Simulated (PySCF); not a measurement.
C3H6BN3, SMILES NB(N)/N=C/C#C.

Coordinates come from a B3LYP-D3(BJ)/def2-SVP optimisation. The structure was generated by enumeration; whether it is a known compound was not checked. The values are those of a single conformer.

Level of theory: PySCF with TDDFT-PBE/def2-SVPD.

Vertical excitations. Isolated molecule, no solvent.

Question: Estimate the UV-visible absorptions. (Estimate from the structure and the level; the computed values follow.)

Answer: 
```tsv
state	energy (eV)	λ (nm)	f	main pairs
S1	3.33	372	0.002	HOMO→LUMO 82 %, HOMO−1→LUMO 18 %
S2	3.57	347	0.006	HOMO−1→LUMO 82 %, HOMO→LUMO 18 %
S3	4.66	266	0.000	HOMO−3→LUMO 100 %
S4	5.15	241	0.035	HOMO→LUMO+1 65 %, HOMO−2→LUMO 17 %, HOMO−4→LUMO 15 %
S5	5.20	238	0.101	HOMO−4→LUMO 36 %, HOMO→LUMO+1 34 %, HOMO−2→LUMO 25 %
S6	5.34	232	0.004	HOMO−1→LUMO+1 94 %
S7	5.51	225	0.148	HOMO−2→LUMO 41 %, HOMO−4→LUMO 40 %, HOMO→LUMO+2 7 %
S8	5.57	222	0.008	HOMO→LUMO+2 91 %
S9	5.74	216	0.004	HOMO−1→LUMO+2 98 %
S10	6.27	198	0.002	HOMO−2→LUMO+1 99 %
T1	2.94	422	0	HOMO→LUMO 80 %, HOMO−1→LUMO 20 %
T2	3.31	375	0	HOMO−1→LUMO 80 %, HOMO→LUMO 20 %
T3	3.66	339	0	HOMO−2→LUMO 97 %
T4	4.38	283	0	HOMO−3→LUMO 98 %
```
Triplets are in the Tamm–Dancoff approximation, which puts them higher than full response would, so one can lie above its singlet here.
